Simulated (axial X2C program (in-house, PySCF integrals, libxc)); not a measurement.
# Levels of ZrS⁺ by electron attachment to ZrS²⁺ (EOM-EA-CCSD)

Calculated with an in-house all-electron X2C program for linear molecules (integrals from PySCF): two-component X2C with atomic mean-field Coulomb and Gaunt terms, Gaussian nuclei, basis Zr dyall-acv3z, S dyall-av3z with contracted cores.

R = 1.969 Å (0.920 times 2.140 Å, the PBE0 minimum at charge 1 for the lowest determinant).

Levels of ZrS⁺ obtained by attaching an electron to ZrS²⁺:

| Ω | binding energy (eV) | above lowest (cm⁻¹) | attached spinor | one-particle weight |
| --- | --- | --- | --- | --- |
| 1/2 | 12.833 | 0 | 50% Zr sσ, 24% Zr dσ, 16% S pσ | 0.96 |
| 3/2 | 12.772 | 495 | 95% Zr dδ | 0.95 |
| 5/2 | 12.690 | 1158 | 95% Zr dδ | 0.95 |
| 1/2 | 11.163 | 13474 | 50% Zr dπ, 22% Zr pπ, 18% S pπ | 0.96 |
| 3/2 | 11.100 | 13985 | 49% Zr dπ, 22% Zr pπ, 18% S pπ | 0.96 |
| 1/2 | 10.021 | 22681 | 48% Zr pσ, 23% Zr dσ, 12% S pσ | 0.96 |
| 1/2 | 8.149 | 37783 | 51% Zr pπ, 15% S dπ, 13% Zr dπ | 0.97 |
| 3/2 | 8.072 | 38400 | 51% Zr pπ, 15% S dπ, 13% Zr dπ | 0.97 |
| 1/2 | 5.904 | 55885 | 46% Zr sσ, 17% Zr pσ, 12% S sσ | 0.98 |

(1) What is the splitting of the first π pair in the table, and is it regular or inverted?

This point took 22 s on 1 thread of Arm Neoverse V1, on a shared host.

Reference electrons by ω block (each with its −ω partner): 1/2: 19, 3/2: 7, 5/2: 1. 16 electrons of ZrS²⁺ correlated (inner shells frozen), 88 natural virtual spinors (a truncated set); levels can be off by some tenths of an eV. Roots sought by Ω: (1/2: 5, 3/2: 4, 5/2: 2, 7/2: 1); rows need 60 % one-particle weight and stop where some Ω has no more roots. Missing are any skipped roots, higher Ω and states of a further excitation; these come out far too high here and may in truth be low or lowest. T1 of the reference 0.023 (Lee–Taylor). The reference was not checked to be the lowest state of its species. Number of frozen shells: Zr 3 s, 2 p, 1 d; S 2 s, 1 p.

Results:

(1) E(3/2) − E(1/2) = 13985 − 13474 = 511 cm⁻¹ at EOM-EA-CCSD: regular, Ω = 1/2 lower. Splittings at this level can be off by ten to twenty per cent.
